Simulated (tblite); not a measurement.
C₇H₉NSi.
Geometry (GFN2-xTB, Å), atoms numbered from 1 in this order:
```
atom  x, y, z in Å
H1     2.6251   -1.6982    1.0627
N2     3.2544   -0.9944    0.6738
C3     2.6591   -0.0313    0.1124
C4     1.2370    0.1556   -0.0299
C5     0.4476    1.0253   -0.6833
C6    -0.8337    0.3609   -0.2595
Si7   -2.1783    1.3647    0.6053
C8    -1.2061   -0.8018   -1.1577
C9    -0.4522   -1.6804   -0.5053
C10    0.0752   -0.6751    0.4856
H11    3.2861    0.7440   -0.3231
H12    0.6254    1.8663   -1.3277
H13   -3.1434    0.4297    1.1823
H14   -1.5381    2.1700    1.6458
H15   -2.8190    2.2251   -0.3904
H16   -1.8300   -0.8356   -2.0306
H17   -0.2329   -2.7258   -0.6189
H18    0.0151   -0.8928    1.5468
```

Calculated harmonic vibrations of the isolated species, GFN2-xTB (tblite), most abundant isotopes, no scaling. Errors from tens to a few hundred cm⁻¹ against measured bands are possible. Modes of hydrogen on silicon can be 10 to 20 % off. One conformer, not necessarily the lowest.

Harmonic wavenumbers (cm⁻¹): 67.0, 88.6, 126.9, 134.5, 183.0, 229.1, 338.3, 388.6, 425.6, 523.1, 528.1, 545.0, 591.4, 679.1, 764.3, 773.1, 775.1, 783.2, 791.4, 805.2, 832.7, 851.8, 969.7, 985.5, 1004.4, 1025.0, 1043.4, 1065.6, 1082.3, 1136.1, 1149.0, 1154.2, 1214.4, 1236.3, 1264.5, 1342.0, 1625.7, 1640.8, 1674.9, 2269.6, 2274.6, 2281.7, 2990.5, 3015.8, 3117.2, 3122.9, 3137.6, 3298.2.

A = 2910, B = 927.8, C = 814.7 MHz; mass 135.050 u (most abundant isotopes); point group C1, symmetry number 1.

Problem. What is the zero-point energy?

Solution. ½Σν̃ = 28674 cm⁻¹ = 343.01 kJ/mol.

Problem. Give the ideal-gas entropy at 200 K and 1 bar in the rigid-rotor, harmonic-oscillator model (classical rotation).

Solution. Translation 161.74, rotation 117.91, vibration 68.53: S = 348.2 J/(mol K).

Problem. And Cp and H(200 K) − H(0)?

Solution. Cp = 114.51 J/(mol K), of which vibrations give 81.25 (their classical limit is 48 R = 399.1); H(200 K) − H(0) = 14.45 kJ/mol without the zero-point energy, 7.80 from vibrations.

Problem. Which modes carry the vibrational entropy at 200 K?

Solution. 67.0 cm⁻¹: 14.46; 88.6 cm⁻¹: 12.20; 126.9 cm⁻¹: 9.35; 134.5 cm⁻¹: 8.91; 183.0 cm⁻¹: 6.60; 229.1 cm⁻¹: 5.04 J/(mol K); the other 42 give 11.96 together.

Problem. What must be added to the electronic energy to get the Gibbs energy at 200 K and 1 bar?

Solution. ZPE + [H(200 K) − H(0)] − T·S = 343.01 + 14.45 − 69.63 = 287.83 kJ/mol.

Hindered rotation and anharmonicity are outside this model. Other conformers, if any are populated, would add a mixing term that is left out. The structure is chiral; the term R ln 2 for an equal mix with its mirror image is left out.
